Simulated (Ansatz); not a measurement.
`NB1CS1` + HCl → `ClB1CS1` + NH₃ at 298.15 K and 1 bar (ligand exchange at a B–N bond).

Calculated with Ansatz (gas phase, PBE0-D4/def2-TZVP geometries, no zero-point term in ΔE). CCSD(T)/CBS adds triple-zeta CCSD(T) − MP2 to the extrapolated MP2 energy (def2 sets, frozen cores). This one scheme is used for every species. One conformer a species, not always the lowest.

```csv
species,CCSD(T)/CBS energy (Eh),H − E (kJ/mol),S (J/(mol·K))
`NB1CS1`,-517.77714,169.6,288.4
HCl,-460.38127,26.6,186.8
`ClB1CS1`,-921.63854,100.3,293.3
NH₃,-56.50880,100.5,192.4
```

H − E and S are ideal-gas, rigid-rotor, harmonic terms from PBE0-D4/def2-TZVP, for one conformer and one mirror image of each species. 1 Eh = 2625.50 kJ/mol, R = 8.31446 J/(mol·K).

By hand: ΔE, ΔH, ΔS and ΔG.

ΔE = (-921.63854) + (-56.50880) − (-517.77714) − (-460.38127) = 0.01107 Eh = 29.1 kJ/mol. Δ(H − E) = 100.3 + 100.5 − 169.6 − 26.6 = 4.6, so ΔH = 33.7 kJ/mol. ΔS = 293.3 + 192.4 − 288.4 − 186.8 = 10.5 J/(mol·K). ΔG = 33.7 − 298.15 × (10.5)/1000 = 30.6 kJ/mol.

By hand: the equilibrium constant, and the temperature at which ΔG would vanish if ΔH and ΔS stayed fixed.

log₁₀ K = −ΔG/(RT ln 10) = -5.4. ΔG = 0 at ΔH/ΔS = 3210 K, far beyond where these terms or the molecules hold.

The number of gas molecules stays the same, so ΔS is small and ΔH decides. A doubt of 5 kJ/mol in ΔE shifts log₁₀ K by 0.9 here. Other conformers and mirror images would add mixing entropy, several J/(mol·K) or more a flexible species. These are equilibria of isolated gas molecules and say nothing of rates. Largest T1 diagnostic: 0.014 (customary marks: 0.02 for closed shells, 0.045 for open ones).
